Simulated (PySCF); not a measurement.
## Calculated data, CH4AlOSi, AlH3NOSi, AlH2NOSi

Calculation on a computer-drawn molecule: optimised geometry and harmonic frequencies of an isolated molecule of the commonest isotopes, restricted reference for singlets and unrestricted otherwise, frozen core in MP2. Program: PySCF 2.14.0.

Common to all runs: basis cc-pV(D+d)Z.

```json
{"entry": 1, "formula": "CH4AlOSi", "start_structure": {"atoms_angstrom": [["O", -2.6924, -1.6645, 1.9222], ["Si", -1.5332, -1.1286, 1.0092], ["C", -1.2741, -1.7849, -0.6875], ["Al", -0.161, -0.972, -2.0291], ["H", -3.4695, -2.2496, 1.9184], ["H", -0.8853, -0.2392, 1.8435], ["H", -2.1348, -2.1923, -1.1646], ["H", 0.6041, -0.3432, -3.2333]]}, "given": {"charge": 1, "multiplicity": 1, "method": "HF", "drawn_bonds_atom": [1, 2, 3, 1, 2, 3, 4], "drawn_bonds_other_atom": [2, 3, 4, 5, 6, 7, 8], "drawn_bonds_order": [1, 2, 1, 1, 1, 1, 1]}, "results": {"optimised_atom_element": ["O", "Si", "C", "Al", "H", "H", "H", "H"], "optimised_atom_x [angstrom]": [-2.66, -1.61, -1.477, -0.2758, -3.348, -0.7271, -2.187, 0.7393], "optimised_atom_y [angstrom]": [-1.697, -1.145, -1.569, -0.9389, -2.332, -0.1822, -2.301, -0.4091], "optimised_atom_z [angstrom]": [1.993, 0.933, -0.7254, -1.945, 1.842, 1.579, -1.116, -2.982], "modes_frequency [cm^-1]": [113.6, 131.5, 306.3, 434.7, 445.2, 459.4, 547.2, 699.7, 703.1, 783.5, 924.8, 987.1, 1030, 1211, 2152, 2455, 3262, 4137], "modes_reduced_mass [dalton]": [4.667, 3.917, 4.017, 1.227, 1.32, 1.184, 1.538, 2.124, 1.071, 1.891, 1.13, 1.479, 3.828, 5.14, 1.048, 1.044, 1.085, 1.068], "rotational_constants [GHz]": [32.35, 1.816, 1.72], "total_energy [hartree]": -645.6818, "convergence_status_largest_gradient_component [hartree/bohr]": 1.002e-05}}
{"entry": 2, "formula": "AlH3NOSi", "start_structure": {"atoms_angstrom": [["O", -1.039, -1.8881, -1.7537], ["Si", -0.7947, -1.5877, -0.1882], ["N", 0.591, -1.7922, 0.6028], ["Al", 2.2274, -2.141, 1.2319], ["H", -1.7921, -1.8087, -2.304], ["H", -2.0463, -1.0859, 0.3183], ["H", 3.5895, -2.6319, 0.5227]]}, "given": {"charge": 0, "multiplicity": 2, "method": "HF", "drawn_bonds_atom": [1, 2, 3, 1, 2, 4], "drawn_bonds_other_atom": [2, 3, 4, 5, 6, 7], "drawn_bonds_order": [1, 2, 1, 1, 1, 1]}, "results": {"optimised_atom_element": ["O", "Si", "N", "Al", "H", "H", "H"], "optimised_atom_x [angstrom]": [-1.168, -0.6733, 0.6445, 2.123, -1.991, -1.694, 3.495], "optimised_atom_y [angstrom]": [-2.064, -1.635, -2.072, -2.744, -1.734, -0.754, -1.933], "optimised_atom_z [angstrom]": [-1.78, -0.2973, 0.3934, 1.051, -2.112, 0.2847, 0.8905], "modes_frequency [cm^-1]": [65.32, 124.4, 169.5, 368.1, 383.0, 567.6, 641.3, 667.3, 828.9, 935.1, 1032, 1452, 1865, 2379, 4165], "modes_reduced_mass [dalton]": [7.732, 2.593, 1.343, 7.763, 1.107, 5.31, 1.37, 1.275, 1.102, 3.924, 1.449, 14.71, 1.044, 1.043, 1.067], "rotational_constants [GHz]": [24.33, 1.926, 1.807], "total_energy [hartree]": -661.9450, "spin_squared": 0.7559, "convergence_status_largest_gradient_component [hartree/bohr]": 4.794e-06}}
{"entry": 3, "formula": "AlH3NOSi", "start_structure": {"atoms_angstrom": [["O", -1.1685, -2.0636, -1.78], ["Si", -0.6733, -1.6349, -0.2973], ["N", 0.6445, -2.0715, 0.3934], ["Al", 2.1232, -2.7439, 1.0506], ["H", -1.9909, -1.7342, -2.1121], ["H", -1.6938, -0.754, 0.2847], ["H", 3.4945, -1.9334, 0.8905]]}, "given": {"charge": 0, "multiplicity": 2, "method": "MP2", "drawn_bonds_atom": [1, 2, 3, 1, 2, 4], "drawn_bonds_other_atom": [2, 3, 4, 5, 6, 7], "drawn_bonds_order": [1, 2, 1, 1, 1, 1]}, "results": {"optimised_atom_element": ["O", "Si", "N", "Al", "H", "H", "H"], "optimised_atom_x [angstrom]": [-1.078, -0.7049, 0.6257, 2.122, -1.934, -1.815, 3.52], "optimised_atom_y [angstrom]": [-2.096, -1.594, -1.897, -2.783, -1.781, -0.7667, -2.018], "optimised_atom_z [angstrom]": [-1.781, -0.2538, 0.5564, 0.9442, -2.104, 0.2562, 0.8118], "modes_frequency [cm^-1]": [46.07, 106.1, 186.0, 330.1, 350.3, 538.7, 555.2, 631.2, 804.4, 872.3, 978.6, 1322, 1864, 2315, 3863], "modes_reduced_mass [dalton]": [8.411, 3.052, 1.238, 7.488, 1.109, 3.623, 1.459, 1.286, 1.059, 4.725, 1.407, 14.32, 1.044, 1.044, 1.066], "rotational_constants [GHz]": [18.51, 2.003, 1.831], "total_energy [hartree]": -662.4351, "spin_squared": 0.7563, "convergence_status_largest_gradient_component [hartree/bohr]": 1.529e-05}}
{"entry": 4, "formula": "AlH2NOSi", "start_structure": {"atoms_angstrom": [["O", -1.799, 0.6744, -2.3562], ["Si", -0.4102, 0.6201, -1.5887], ["N", -0.1533, -0.1759, -0.229], ["Al", 0.2711, -1.0015, 1.344], ["H", -2.6321, 0.235, -2.1524], ["H", 0.3753, 1.4406, -2.4982]]}, "given": {"charge": 0, "multiplicity": 1, "method": "HF", "drawn_bonds_atom": [1, 2, 3, 1, 2], "drawn_bonds_other_atom": [2, 3, 4, 5, 6], "drawn_bonds_order": [1, 2, 1, 1, 1]}, "results": {"optimised_atom_element": ["O", "Si", "N", "Al", "H", "H"], "optimised_atom_x [angstrom]": [-1.851, -0.462, -0.1932, 0.2889, -2.602, 0.4711], "optimised_atom_y [angstrom]": [0.6735, 0.6033, -0.153, -0.9461, 0.2099, 1.405], "optimised_atom_z [angstrom]": [-2.423, -1.593, -0.2541, 1.247, -2.075, -2.382], "modes_frequency [cm^-1]": [69.92, 106.3, 340.7, 512.2, 563.4, 658.6, 874.2, 969.0, 996.9, 1405, 2420, 4143], "modes_reduced_mass [dalton]": [9.057, 6.865, 5.611, 1.32, 11.15, 1.257, 1.283, 4.403, 1.234, 15.27, 1.044, 1.067], "rotational_constants [GHz]": [29.82, 1.951, 1.831], "total_energy [hartree]": -661.3927, "convergence_status_largest_gradient_component [hartree/bohr]": 2.22e-05}}
```
